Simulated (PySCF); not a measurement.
# A run with a changed setting

The sound run of [Gd(NH3)2]3+ (singlet in the valence; each metal's 4f electrons, 7 of them, lie in its core potential, out of spins and levels) uses PySCF 2.14.0, RKS TPSS, Gd lcecp-1-SVP with ECP53, N def2-SVP, H def2-SVP; non-relativistic Hamiltonian with scalar-relativistic core potentials where named; density fitting; no spin-orbit coupling, grid (50, 194), threshold 1e-8 and 55 cycles at the relaxed geometry. This run, with dm0 from free metal ions and neutral atoms, differs:

```python
mol = gto.M(atom='''
Gd     0.10782     1.14854     0.00012
N     -0.00664    -0.19151     1.99593
H      0.77052    -0.02975     2.68059
H     -0.86173    -0.04302     2.58424
H      0.00906    -1.23027     1.86786
N     -0.00874    -0.19154    -1.99720
H      0.79459    -0.84397    -2.16163
H     -0.84071    -0.82244    -2.08181
H     -0.04404     0.35978    -2.88809''',
    basis={'Gd': 'lcecp-1-SVP', 'N': 'def2-SVP', 'H': 'def2-SVP'},
    ecp={'Gd': 'lcecp-1-SVP'},
    charge=0, spin=0)
mf = dft.RKS(mol, xc='TPSS')
mf.grids.atom_grid = (50, 194)  # f atoms: unpruned, at least (60, 302)
mf = mf.density_fit()  # fitting sets: Gd AutoAux, N def2-universal-JKFIT, H def2-universal-JKFIT
mf.conv_tol = 1e-08; mf.max_cycle = 99
mf.kernel(dm0)
```

What was changed, and how did it end?

The charge was changed. The program refused it. The cycle limit differs too. These settings are unsound on purpose: the numbers aren't the compound's.
```
RuntimeError: Electron number 31 and spin 0 are not consistent
Note mol.spin = 2S = Nalpha - Nbeta, not 2S+1
```

Run from Python with OMP_NUM_THREADS=2; the lines above give its settings.

No frequency check is given that shows the relaxed geometry to be a minimum. An lcecp potential fixes the number of 4f electrons, so in runs with it no electron can move into or out of that shell.
